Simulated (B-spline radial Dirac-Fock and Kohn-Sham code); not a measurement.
V 4s: cross section and angular parameters

System: atomic vanadium in the configuration 1s2 2s2 2p6 3s2 3p6 3d3 4s2; threshold 6.36 eV (orbital energy of the model). Level of theory: Dirac-Hartree-Slater photoionisation with a Latter tail; cross sections with all multipoles, angular parameters from the dipole term and its interference with E2; a B-spline atomic structure program.

For linearly polarised light dσ/dΩ = σ/(4π) [1 + β P₂(cos θ) + (δ + γ cos²θ) sin θ cos φ], with θ from the polarisation vector and φ the angle between the beam and the projection of the electron momentum on the plane normal to the polarisation.

```
hν (eV)   σ (kb)      β       γ
   51.7      103  1.999   0.113
   56.1     95.7  1.999   0.125
     80     63.3  1.999   0.162
   87.2     56.5  1.999   0.165
    100     46.9  1.999   0.165
    143     28.5  1.999   0.148
    259     11.8  2.000   0.067
    260     11.7  2.000   0.067
    400     5.79  2.000  -0.006
    521     3.66  2.000  -0.037
    530     3.56  2.000  -0.039
    652     2.45  2.000  -0.049
    849     1.50  2.000  -0.038
    944     1.23  2.000  -0.025
 1486.9    0.501  2.000   0.092
   1560    0.455  2.000   0.110
   2860    0.126  2.000   0.448
 2984.4        ?      ?       ?
   4480   0.0455  2.000   0.820
   5480   0.0282  2.000   1.022
   5870   0.0238  2.000   1.096
   7120   0.0148  1.999   1.315
 8047.8   0.0109  1.999   1.464
   8520  0.00943  1.999   1.536
   9020  0.00815  1.999   1.610
   9120  0.00792  1.999   1.625
 9251.7  0.00764  1.999   1.644
  10900  0.00499  1.999   1.870
  11500  0.00434  1.999   1.948
  12000  0.00387  1.999   2.010
```

Q: Give the values at Ag Lα (2984.4 eV).

A: σ = 0.115 kb, β = 2.000, γ = 0.479. For an s subshell δ is negligible.

Values without a named source are computed, but for edge energies of neutral atoms, which are taken from tables.
